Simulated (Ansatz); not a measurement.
Single points on Ge(OMe)2 (C2H6GeO2).

```yaml
crystal:
  periodic: [false, false, false]
  atoms:
    - {symbol: C, position_ang: [1.671336, 0.067755, 0.270278]}
    - {symbol: C, position_ang: [-1.669460, -0.165102, 0.238399]}
    - {symbol: Ge, position_ang: [-0.007939, 0.411311, -2.152266]}
    - {symbol: O, position_ang: [1.416478, 0.198926, -1.095831]}
    - {symbol: O, position_ang: [-1.423821, 0.219619, -1.080754]}
    - {symbol: H, position_ang: [1.590977, -0.984012, 0.599903]}
    - {symbol: H, position_ang: [0.990180, 0.670767, 0.896080]}
    - {symbol: H, position_ang: [2.701562, 0.401577, 0.481535]}
    - {symbol: H, position_ang: [-1.588273, 0.690609, 0.932834]}
    - {symbol: H, position_ang: [-0.983248, -0.954171, 0.592645]}
    - {symbol: H, position_ang: [-2.697791, -0.557278, 0.317168]}
basis:
  gaussian: {orbitals: def2-TZVP, initial_orbitals: start.molden}
hamiltonian: {xc: pbe, dispersion: d4}
scf: {omitted_lower_state_checks: [starts]}
output: {forces: true, orbitals: {seedname: orbitals}}
```

The file start.molden holds the orbitals of an earlier run on this structure, at another level or in another basis.

```sh
$ ansatz run in.yaml --threads 4 --pin off --events-out ev --progress --plain --max-ram 4787MiB
```

It prints (some lines left out):

```
Functional definition: PBE
1284 factors; their error is unknown
mean field evaluation 1: about -62771.3370 eV, gradient 1.2e1 eV
mean field evaluation 2: about -62771.4930 eV, gradient 1.8e-1 eV
mean field evaluation 4: about -62771.4664 eV, gradient 6.8e-4 eV
mean field -62771.46640301 eV, -2306.8088422826 hartree, gradient 1.0e-5 eV, S^2 0.000000; 0 other end points of the search recorded, 0 dependent functions left out
reference -62771.46644475 eV, -2306.8088438164 hartree; 33, 33 occupied and 175, 175 virtual orbitals, 1284 factors
Total energy: -62771.69527994 eV, -2306.8172533544 hartree
Atom 0 at     1.671336     0.067755     0.270278 Å, force     0.100733    -0.064855     0.744604 eV/Å
Atom 1 at    -1.669460    -0.165102     0.238399 Å, force    -0.097519    -0.213547     0.712034 eV/Å
Atom 2 at    -0.007939     0.411311    -2.152266 Å, force    -0.000018     0.084870    -0.436449 eV/Å
Atom 3 at     1.416478     0.198926    -1.095831 Å, force     0.429765     0.001961    -0.446194 eV/Å
Atom 4 at    -1.423821     0.219619    -1.080754 Å, force    -0.434369     0.159322    -0.412108 eV/Å
Atom 5 at     1.590977    -0.984012     0.599903 Å, force    -0.004371     0.013558    -0.029869 eV/Å
Atom 6 at     0.990180     0.670767     0.896080 Å, force    -0.001425    -0.009672    -0.031560 eV/Å
Atom 7 at     2.701562     0.401577     0.481535 Å, force    -0.006277     0.003569    -0.023815 eV/Å
Atom 8 at    -1.588273     0.690609     0.932834 Å, force     0.004598    -0.000413    -0.029202 eV/Å
Atom 9 at    -0.983248    -0.954171     0.592645 Å, force     0.002409     0.019511    -0.024423 eV/Å
Atom 10 at    -2.697791    -0.557278     0.317168 Å, force     0.006474     0.005697    -0.023018 eV/Å
Dipole moment:     0.000822    -0.060496     0.311560 e Å
Checks for a lower state left out: starts
```

Hardware: 4 threads of Arm Neoverse V2 on a shared host. Wall time 2.3 s.

The first input with `hamiltonian: {xc: pbe0, dispersion: d4}`, `output: {orbitals: {seedname: orbitals}}` (abridged; 2.8 s):

```
Functional definition: PBE0
mean field -62773.02460161 eV, -2306.8661050250 hartree, gradient 1.3e-5 eV, S^2 0.000000
Total energy: -62773.21903572 eV, -2306.8732503467 hartree
Checks for a lower state left out: starts
```

First input, but with `hamiltonian: {xc: r2scan, dispersion: d4}`, `output: {orbitals: {seedname: orbitals}}` (abridged; 4 s):

```
Functional definition: r2SCAN
mean field -62783.60593244 eV, -2307.2549617606 hartree, gradient 1.1e-5 eV, S^2 0.000000
Total energy: -62783.66342544 eV, -2307.2570745893 hartree
Checks for a lower state left out: starts
```

The first input with `gaussian: {orbitals: def2-SVP, initial_orbitals: start.molden}`, `hamiltonian: {xc: pbe0, dispersion: d4}`, `output: {orbitals: {seedname: orbitals}}` (abridged; 1.4 s):

```
Functional definition: PBE0
mean field -62758.57202101 eV, -2306.3349824841 hartree, gradient 1.9e-5 eV, S^2 0.000000
Total energy: -62758.76645106 eV, -2306.3421276565 hartree
Checks for a lower state left out: starts
```

Geometry: PBE0-D4/def2-SVP.

Another isomer (singlet) lies 0.41 eV lower at PBE0-D4/def2-TZVP; other spin states weren't run for this one.
